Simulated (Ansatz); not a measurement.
`CC1(F)[SiH2]S1`, charge 0, multiplicity 1.

**Question.** Give a relaxed structure at PBE0-D4/def2-TZVP (Ansatz 0.2.0). (Best estimate.)

**Answer.** Ansatz gave: 
Z-matrix (Å, degrees):
```
C
C 1 1.497
H 1 1.093 2 110.4
H 1 1.093 2 109.6 3 -119.6
H 1 1.090 2 110.7 3 120.3
F 2 1.375 1 109.9 3 61.3
Si 2 1.860 1 126.5 3 -149.2
S 2 1.857 1 116.1 3 -67.4
H 7 1.481 2 120.2 1 1.7
H 7 1.478 2 118.6 1 -145.8
```
This is one stationary point; other conformers may exist.
